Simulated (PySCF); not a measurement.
## Nuclear quadrupole coupling in `CO[C@H](C#N)c1cnoc1`

Compound: C₆H₆N₂O₂.
Geometry (GFN2-xTB, Å), atoms numbered from 1 in this order:
```
atom  x, y, z in Å
C1     2.4840   -0.4966    0.5079
O2     1.1129   -0.2868    0.7479
C3     0.3456   -0.1244   -0.4278
C4     0.7033    1.0953   -1.1493
N5     0.9845    2.0586   -1.6950
C6    -1.0995   -0.0326   -0.0451
C7    -1.6997    0.8976    0.8433
N8    -2.9768    0.6743    0.9428
O9    -3.2678   -0.3758    0.1477
C10   -2.1542   -0.8057   -0.4422
H11    2.9472   -0.5962    1.4869
H12    2.6487   -1.4142   -0.0706
H13    2.9338    0.3477   -0.0257
H14    0.4978   -0.9794   -1.1141
H15   -1.2313    1.6898    1.3892
H16   -2.2359   -1.6425   -1.1071
```

Field gradients from the PBE0/pcSseg-1 density (PySCF, non-relativistic), principal values in atomic units, ordered |Vxx| ≤ |Vyy| ≤ |Vzz|:

```csv
atom,Vxx,Vyy,Vzz
O2,0.0337,2.0583,-2.0920
N5,0.4458,0.5620,-1.0078
N8,0.0791,1.1745,-1.2535
O9,-0.7926,-0.9607,1.7532
```

Task: Find the asymmetry η = (Vxx − Vyy)/Vzz and the couplings χ = eQV/h (234.96 MHz × Q in barn × V in au), with Q(17O) = −0.0256 b, Q(14N) = 0.02044 b.

Result: 
```tsv
atom	environment	nucleus	η	χzz (MHz)	χxx (MHz)	χyy (MHz)
O2	ether oxygen	17O	0.97	12.58	-0.20	-12.38
N5	nitrile nitrogen	14N	0.12	-4.840	2.141	2.699
N8	pyridine-type nitrogen	14N	0.87	-6.02	0.38	5.64
O9	ring oxygen	17O	0.10	-10.55	4.77	5.78
```

At O2 η is above 0.9: Vyy and Vzz are nearly equal in size and opposite in sign, so a small change could swap them and flip the sign of χzz. 

Task: What is Vzz at O2 in SI units (1 au = 9.71736 × 10²¹ V/m²)?

Result: -2.0920 au = -20.329 × 10²¹ V/m².

Task: And the gradient at the other heavy atoms, for which no coupling is worked out here?

Result: 
```tsv
atom	environment	Vzz (au)	η
C1	methoxy carbon	0.415	0.10
C3	sp3 carbon bound to oxygen	0.273	0.76
C4	nitrile carbon	-0.389	0.07
C6	substituted aromatic carbon	0.108	0.96
C7	aromatic CH next to a ring nitrogen	0.267	0.50
C10	aromatic CH next to a ring oxygen	-0.336	0.21
```

Were the hydrogens deuterons (Q(2H) = 0.00286 b), χzz would run from 178 kHz (H14) to 230 kHz (H15).

Isolated species at its GFN2-xTB geometry (one conformer only). GFN2-xTB bond lengths can be off by several hundredths of an ångström, more for odd bonds, and the gradients follow them. These gradients aren't converged with respect to the basis.
